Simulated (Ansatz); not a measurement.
Reactions of `FCC(F)CC(F)F`.

Gas-phase electronic energies from Ansatz, PBE0-D4/def2-TZVP geometries. CBS: MP2 limit from def2 TZ/QZ plus the TZ coupled-cluster correction, frozen cores. This one scheme is used for every species, atoms too. Open shells (•) are unrestricted, without spin–orbit coupling. Spin–orbit coupling would lower the free atoms: a little for C, F. One conformer a species, not always the lowest.

Problem. Order these by ΔE at CCSD(T)/CBS, lowest first. (Estimate.)
A. `FCC(F)CC(F)F` + H–F → `FCC(F)F` + `FCCF`
B. `FCC(F)CC(F)F` → `FCC(CF)C(F)F`
C. `FCC(F)CC(F)F` → 4 C• + 4 F• + 6 H•
D. `FCC(F)CC(F)F` → `CC(F)(F)C(F)CF`
E. `FCC(F)CC(F)F` + H₂ → `CC(F)CF` + difluoromethane

Solution. E (-9.1 kcal/mol), D (-1.8 kcal/mol), B (+2.4 kcal/mol), A (+18.2 kcal/mol), C (+1343.3 kcal/mol).

Largest T1 diagnostic: 0.011, for `CC(F)(F)C(F)CF`.
